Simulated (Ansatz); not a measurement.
Computed with Ansatz on PBE0-D4/def2-TZVP structures; ΔE is electronic, products minus reactants. CCSD(T)/CBS adds triple-zeta CCSD(T) − MP2 to the extrapolated MP2 energy (def2 sets, frozen cores). This one scheme is used for every species. Functionals use def2-TZVPP. B3LYP here is the variant with VWN-RPA as its local correlation; programs differ in this. One conformer a species, not always the lowest.

`O=CN[SiH2]O` + `N[SiH3]` → `O[SiH2]N[SiH3]` + `NC=O`  (ligand exchange at the Si–N bond)

(1) Is it downhill or uphill in electronic energy at CCSD(T)/CBS, and by how much? (Estimate.)

(2) What do these levels give: r2SCAN-D4, B3LYP-D4, ωB97X-V, ωB97M-V, PBE, B3LYP, HF/def2-TZVPP, MP2/def2-TZVPP, SCS-MP2/def2-TZVPP, CCSD(T)/def2-TZVPP, HF/def2-QZVPP, MP2/def2-QZVPP? (Estimate.)

Largest T1 diagnostic among the species: 0.016.

Results:

(1) Computed: Nearly level: ΔE = -0.01 eV.

(2) Computed: r2SCAN-D4 -0.03, B3LYP-D4 -0.05, ωB97X-V -0.02, ωB97M-V -0.02, PBE -0.06, B3LYP -0.05, HF/def2-TZVPP -0.04, MP2/def2-TZVPP -0.02, SCS-MP2/def2-TZVPP -0.02, CCSD(T)/def2-TZVPP -0.01, HF/def2-QZVPP -0.05, MP2/def2-QZVPP -0.02 eV.
